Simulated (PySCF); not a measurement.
Species: C₄H₄N₂OS.
Cartesian coordinates in Å at the PBE0-D3(BJ)/def2-SVP level; atoms count from 1:
```
atom  x, y, z in Å
C1    -1.9014    0.2834   -0.3014
C2    -1.0065   -0.2970    0.7562
O3    -1.4093   -0.7604    1.7918
C4     0.4708   -0.2690    0.4533
N5     0.9303    0.2806   -0.7114
C6     2.2262    0.1859   -0.7388
S7     2.8421   -0.5805    0.6738
N8     1.3347   -0.7715    1.3055
H9    -1.7417   -0.2275   -1.2629
H10   -2.9455    0.1863    0.0181
H11   -1.6487    1.3409   -0.4730
H12    2.8563    0.5475   -1.5554
```

Theory: PySCF, TDDFT PBE0/def2-SVPD, vertical, gas phase, core orbitals frozen in the response.

Each state is given a Gaussian of 0.25 eV full width at half maximum, with ε(max) = 2.175×10⁸ f / Δν̃ (Δν̃ the width in cm⁻¹). The cross-section is σ = 3.8235×10⁻²¹ ε cm², given in Mb (10⁻¹⁸ cm²). The width is an assumption, not a result. The curve ends short of the highest state used, and states not computed would add to its high-energy end.

(λ (nm), σ (Mb)): (231.1, 15.67), (234.7, 3.03), (238.2, 0.40), (241.8, 0.05), (245.3, 0.03), (248.9, 0.06), (252.4, 0.12), (256.0, 0.15), (259.5, 0.13), (263.1, 0.07), (266.6, 0.03), (270.2, 0.01), (273.7, 0.00), (277.3, 0.00), (280.8, 0.00), (284.4, 0.00), (287.9, 0.00), (291.5, 0.00), (295.0, 0.00), (298.6, 0.00), (302.2, 0.00), (305.7, 0.00), (309.3, 0.00), (312.8, 0.00), (316.4, 0.00), (319.9, 0.00), (323.5, 0.00), (327.0, 0.01), (330.6, 0.01), (334.1, 0.02), (337.7, 0.03), (341.2, 0.04), (344.8, 0.04), (348.3, 0.03), (351.9, 0.03), (355.4, 0.02), (359.0, 0.01), (362.5, 0.01), (366.1, 0.00), (369.6, 0.00), (373.2, 0.00), (376.7, 0.00), (380.3, 0.00), (383.8, 0.00)

**Question.** Where are the band maxima, and which computed states make them?

**Answer.** 344 nm (3.60 eV), ε about 9.7, made up of S1 (100%); 256 nm (4.84 eV), ε about 39, made up of S2 (100%) (ε in L mol⁻¹ cm⁻¹; maxima over ε = 5, shares over 10%). At its high-energy end, 5.36 eV, the curve is still rising (ε about 3800, from S4). The states used: S1 3.61 eV (f 0.0001); S2 4.84 eV (f 0.0004); S3 5.21 eV (f 0.0001); S4 5.55 eV (f 0.173); S5 5.72 eV (f 0.0014); S6 5.96 eV (f 0.0018).

**Question.** What would ε be at 4.84 eV, the highest of these maxima, with half the width (0.125 eV)?

**Answer.** About 77.6 L mol⁻¹ cm⁻¹ against 38.9, a factor of about 2.00; a lone state at its own centre would give exactly 2.

**Question.** On this curve, what absorbance would a 10⁻⁴ mol/L sample give at 355 nm over a 1 cm path?

**Answer.** 355 nm is 3.493 eV, where ε is about 5.5 L mol⁻¹ cm⁻¹, so A = ε c l ≈ 0.00055 (Beer–Lambert, with the gas-phase spectrum and the assumed width).

**Question.** Coming from long wavelengths, where does ε first pass 100 L mol⁻¹ cm⁻¹?

**Answer.** At about 238 nm (5.20 eV), 1.60 eV above S1.

One conformer stands for the species.
